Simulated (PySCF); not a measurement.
A PySCF run on CBr

State: ²Π (doublet), unpaired electrons π ↑.

An equivalent input (the run itself took its basis sets from the Basis Set Exchange, started from a PBE0 density and held the occupation σ 10α 10β, πx 5α 4β, πy 4α 4β, δx 1α 1β, δy 1α 1β):

```python
from pyscf import gto, scf, cc
mol = gto.M(atom='C 0 0 0; Br 0 0 1.82', basis={'C': 'def2-TZVPPD', 'Br': 'def2-TZVPPD'},
            charge=0, spin=1, verbose=4, symmetry='C2v')
mf = scf.UHF(mol)
mf.irrep_nelec = {'A1': (11, 11), 'A2': (1, 1), 'B1': (5, 4), 'B2': (4, 4)}
mf.conv_tol = 1e-9
mf.max_cycle = 60
mf.diis_space = 10
mf.kernel()
mycc = cc.CCSD(mf, frozen=[[0, 1, 2, 3, 4, 5, 6, 7, 8, 9, 93], [0, 1, 2, 3, 4, 5, 6, 7, 8, 9, 93]])
mycc.run(conv_tol=1e-7, conv_tol_normt=1e-5, max_cycle=80, diis_space=8)
et = mycc.ccsd_t()
```

The SCF ended at -2610.15169763 hartree. The coupled-cluster part of the log:

```
******** <class 'pyscf.cc.uccsd.UCCSD'> ********
CC2 = 0
CCSD nocc = (11, 10), nmo = (83, 83)
frozen orbitals [[0, 1, 2, 3, 4, 5, 6, 7, 8, 9, 93], [0, 1, 2, 3, 4, 5, 6, 7, 8, 9, 93]]
max_cycle = 80
direct = 0
conv_tol = 1e-07
conv_tol_normt = 1e-05
diis_space = 8
diis_start_cycle = 0
diis_start_energy_diff = 1e+09
Init t2, MP2 energy = -0.379846530904442
Init E_corr(UCCSD) = -0.379846530908896
cycle = 1  E_corr(UCCSD) = -0.384547228191036  dE = -0.00470069728  norm(t1,t2) = 0.0972572
cycle = 2  E_corr(UCCSD) = -0.397282233017589  dE = -0.0127350048  norm(t1,t2) = 0.0347861
cycle = 3  E_corr(UCCSD) = -0.397767199851353  dE = -0.000484966834  norm(t1,t2) = 0.0259646
cycle = 4  E_corr(UCCSD) = -0.401176475027357  dE = -0.00340927518  norm(t1,t2) = 0.0141092
cycle = 5  E_corr(UCCSD) = -0.401165335713981  dE = 1.11393134e-05  norm(t1,t2) = 0.00381508
cycle = 6  E_corr(UCCSD) = -0.400961982981168  dE = 0.000203352733  norm(t1,t2) = 0.00147646
cycle = 7  E_corr(UCCSD) = -0.401001180569326  dE = -3.91975882e-05  norm(t1,t2) = 0.000499764
cycle = 8  E_corr(UCCSD) = -0.401006518522697  dE = -5.33795337e-06  norm(t1,t2) = 0.00014656
cycle = 9  E_corr(UCCSD) = -0.400998478113377  dE = 8.04040932e-06  norm(t1,t2) = 5.97713e-05
cycle = 10  E_corr(UCCSD) = -0.400998934704652  dE = -4.56591275e-07  norm(t1,t2) = 2.17591e-05
cycle = 11  E_corr(UCCSD) = -0.400999682878389  dE = -7.48173738e-07  norm(t1,t2) = 1.04437e-05
cycle = 12  E_corr(UCCSD) = -0.400999442785599  dE = 2.4009279e-07  norm(t1,t2) = 4.79524e-06
cycle = 13  E_corr(UCCSD) = -0.400999497757964  dE = -5.49723642e-08  norm(t1,t2) = 2.4603e-06
UCCSD converged
E(UCCSD) = -2610.552697124706  E_corr = -0.4009994977579637
UCCSD(T) correction = -0.017655695456697
```

T1 diagnostic 0.021, D1 0.073, 21 electrons correlated, 1 of the virtual orbitals (those above 20 hartree) left out.

Repeating this along the bond gives Re = 1.824 Å and ωe = 733 cm⁻¹.

A point of this curve took 160 CPU seconds beside 0.68 for the integrals, on Arm Neoverse V1 (shared host).

Correlated steps freeze 10 core orbitals. Spin–orbit coupling is left out. The state is the lowest determinant that a PBE0 search found; another state may lie lower at other levels.
